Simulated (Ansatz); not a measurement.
Relaxation of BClH₆N₂O (11 atoms, charge 0, multiplicity 1), to a largest force component of 0.03 eV/Å in at most 50 steps.

Method: RKS B3LYP/6-31G* (Ansatz).

```xyz
11
Properties=species:S:1:pos:R:3:forces:R:3
B 0.047 -0.184 0.183 0.04 -0.56 1.66
N 0.041 -0.318 1.669 -0.03 0.31 -1.74
H -0.716 -0.840 2.089 0.00 0.00 0.01
H 0.923 -0.482 2.140 -0.01 -0.03 0.00
N 1.215 -0.107 -0.585 0.14 -0.06 0.08
H 2.133 -0.029 -0.162 -0.12 0.07 -0.07
H 1.196 0.145 -1.562 -0.01 0.02 -0.02
Cl -1.552 -0.373 -0.652 0.02 0.00 0.01
O -0.438 2.369 0.535 -0.06 0.01 0.67
H -1.356 2.264 0.239 0.03 0.00 0.01
H -0.418 1.873 1.389 0.01 0.25 -0.60
```

Question: Where does it end, and by what steps?

Answer: The run converged. After 31 steps the energy has fallen by 0.298 eV; Cl8 moved furthest, 1.81 Å.

| step | energy less start (eV) | largest force component (eV/Å) | accepted |
| --- | --- | --- | --- |
| 0 | 0.0000 | 1.736 | yes |
| 2 | -0.1209 | 1.997 | yes |
| 4 | -0.1959 | 0.331 | yes |
| 6 | -0.2064 | 0.077 | yes |
| 8 | -0.2093 | 0.116 | yes |
| 10 | -0.2114 | 0.111 | yes |
| 12 | -0.2122 | 0.035 | yes |
| 14 | -0.2135 | 0.309 | yes |
| 16 | -0.2167 | 0.064 | yes |
| 18 | -0.2219 | 0.366 | yes |
| 20 | -0.2490 | 0.288 | yes |
| 22 | -0.2628 | 0.205 | yes |
| 24 | -0.2887 | 0.158 | yes |
| 26 | -0.2951 | 0.272 | yes |
| 28 | -0.2958 | 0.234 | yes |
| 30 | -0.2975 | 0.036 | yes |
| 31 | -0.2976 | 0.015 | yes |

```xyz
11
Properties=species:S:1:pos:R:3
B 0.007 -0.666 0.111
N -0.310 -0.399 1.481
H -0.889 -1.054 1.989
H 0.398 0.023 2.070
N 0.910 0.116 -0.622
H 1.209 1.015 -0.259
H 1.099 -0.045 -1.599
Cl -0.846 -2.036 -0.705
O 0.193 2.501 1.100
H -0.267 3.102 0.496
H -0.429 1.760 1.223
```

Whether the end is a true minimum wasn't checked by a vibrational analysis.

Time of the run: 63 s on 2 threads of Intel(R) Xeon(R) Platinum 8488C (Sapphire Rapids) (shared host), peak memory 0.21 GiB.
